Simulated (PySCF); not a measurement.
## Correlation energy of Ne³⁺ (neon, charge +3)

[He] 2s2 2p3, high-spin 4S determinant. Calculation: PySCF 2.14, in pcseg-2; the non-relativistic Hamiltonian (point nucleus). Frozen: 1s2; 5 electrons correlated.

MP2 pair energies summed by pair of shells (mhartree):

| pair | energy | share (%) |
| --- | --- | --- |
| 2s-2p | -58.94 | 67.0 |
| 2p-2p | -21.02 | 23.9 |
| 2s-2s | -7.99 | 9.1 |

Total MP2 correlation energy: -87.94 mhartree.

Same-spin part -24.74 and opposite-spin part -63.20 mhartree; SCS-MP2 scales them by 1/3 and 6/5 to -84.09 mhartree.

```
  level  correlation energy (mhartree)
   CCSD                        -101.30
    (T)                          -0.67
CCSD(T)                        -101.97
```

Diagnostics: T1 = 0.0019, D1 = 0.0035, largest double amplitude 0.027.

Task: Is a single reference adequate?

Result: Yes: T1 lies below 0.03 and no double amplitude reaches 0.07.
